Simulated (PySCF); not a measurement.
Spectroscopy problems

All values are calculated (PySCF): geometry: GFN2-xTB, σ from GIAO-PBE0/pcSseg-1. Equivalent nuclei averaged, one conformer, gas phase, non-relativistic Hamiltonian.

δ = σ(ref) − σ, references computed at the same level: $^{1}$H (σ = 31.72 ppm), $^{13}$C (σ = 186.93 ppm) vs TMS. Splittings of carbon signals by F and P are missing where no couplings were computed. Where no couplings were computed, multiplicities follow the n + 1 count of equivalent neighbours, and m marks all less simple cases (inequivalent or close neighbours, rings, F or P nearby). Shifts are as computed. Against solution values, carbons near 30 ppm lie about +3 ppm off and those near 130 ppm about +5 ppm; carbons on Cl a further +6 ppm. Of 1211 compounds with measured shifts, 218 miss one by over three times the rms of a fit or turn the order of signals round; such compounds aren't used in these exercises. Carbons bonded to Cl come out too deshielded.

Question: C6H8Cl2OSi. $^{1}$H NMR (400 MHz, computed): δ 4.91 (s, 1H), 2.95 (m, 1H), 2.95 (m, 1H), 2.67 (m, 1H), 2.66 (s, 3H), 2.43 (m, 1H). $^{13}$C{$^{1}$H} NMR (computed): δ 239.6 (C), 160.6 (C), 148.3 (C), 42.3 (CH2), 38.0 (CH3), 28.6 (CH2). What is it?

Answer: `CC(=O)[Si@@H](Cl)C1=C(Cl)CC1`. The formula gives 3 degrees of unsaturation (1 ring in the answer). 6 carbon signals for 6 carbons: no two carbons are equivalent. Carbon types of the structure: 3 × C, 2 × CH2, 1 × CH3, leaving 1 H on heteroatoms. δC 239.6: carbonyl carbon. δC 160.6, 148.3: fully substituted alkene carbon; as expected for a trigonal carbon in a double bond. δC 42.3, 28.6: allylic sp3 CH2; saturated and bonded to C and H only. δC 38.0: methyl carbon α to a carbonyl; α to the electron-withdrawing carbonyl group.

The data come from this structure; uniqueness wasn't tested.

Question: C7H11P. $^{1}$H NMR (300 MHz, computed): δ 9.80 (m, 1H), 7.34 (m, 1H), 5.59 (m, 1H), 5.57 (m, 1H), 3.36 (m, 1H), 2.52 (m, 2H), 2.20 (m, 1H), 2.19 (m, 2H), 2.06 (m, 1H). $^{13}$C{$^{1}$H} NMR (computed): δ 199.5 (CH), 148.4 (CH), 125.0 (CH2), 37.5 (CH), 33.1 (CH2), 17.8 (CH2). What is it?

Answer: SMILES C=C/C=P/C1CCC1. 6 carbon signals for 7 carbons: some carbons are equivalent by symmetry or fast rotation. Carbon types of the structure: 3 × CH, 4 × CH2, which accounts for all hydrogens. δC 199.5: carbon double-bonded to a heavier main-group atom. δC 148.4: alkene CH; as expected for a trigonal carbon in a double bond. δC 125.0: terminal =CH2 carbon; as expected for a trigonal carbon in a double bond. δH 9.80: hydrogen on a carbon double-bonded to a heavier main-group atom.

The data come from this structure; uniqueness wasn't tested.
